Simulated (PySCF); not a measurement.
Level of theory: PySCF with B3LYP-D3(BJ)/def2-TZVP // PBE0-D4/def2-SVP. Gas-phase values, no solvent. One relaxed conformer stands for a flexible species; it need not be the lowest. B3LYP has the VWN-RPA correlation part, as in Gaussian. Excitations are Tamm–Dancoff values on a coarser integration grid. The basis has no diffuse functions, so Rydberg states are missing or too high.

Reference species (SMILES): `c12c(cc(cc2B)B)scc1` (neutral, multiplicity 1).

```yaml
S1–T1 gap (TDA): 0.92 eV
LUMO: -2.64 eV
```

Changed species: `c1c(B)c2sccc2c(c1)B`.

Q: Predict the effect on the S1–T1 gap (TDA) and LUMO.

A: the S1–T1 gap (TDA) drops by 0.25 eV, to 0.67 eV; the LUMO decreases by 0.48 eV, to -3.12 eV.
